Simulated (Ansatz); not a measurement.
Consider the formal exchange of groups at the Si–N bond: `BN([SiH3])[SiH2]F` + `C=C(N)N` → `NC(N)=C[SiH3]` + `BN[SiH2]F`.

Gas-phase electronic energies from Ansatz, PBE0-D4/def2-TZVP geometries. CCSD(T)/CBS adds triple-zeta CCSD(T) − MP2 to the extrapolated MP2 energy (def2 sets, frozen cores). Each species was taken in one conformer, which may not be the lowest.

| species | CCSD(T)/CBS(def2) energy (Eh) |
| --- | --- |
| `BN([SiH3])[SiH2]F` | -761.79390 |
| `C=C(N)N` | -189.10264 |
| `NC(N)=C[SiH3]` | -479.38817 |
| `BN[SiH2]F` | -471.49877 |

Question: Work out ΔE.

Answer: ΔE = (-479.38817) + (-471.49877) − (-761.79390) − (-189.10264) = 0.00960 Eh = +6.0 kcal/mol.

Largest T1 diagnostic among the species: 0.012.

The D4 term adds +0.7 kcal/mol with B3LYP and +0.4 kcal/mol with PBE0; it sums over pairs of atoms, weighted by their polarisabilities, and B3LYP, whose exchange is more repulsive, gets the larger term. In def2-TZVPP, CCSD(T) changes the Hartree–Fock value by −1.1 kcal/mol (the triples alone add −0.3 kcal/mol) and MP2 by −1.1 kcal/mol. From PBE to PBE0 (25 % exact exchange), in def2-TZVPP and without D4, ΔE moves by +0.9 kcal/mol.

B3LYP here is the variant with VWN-RPA as its local correlation; programs differ in this.
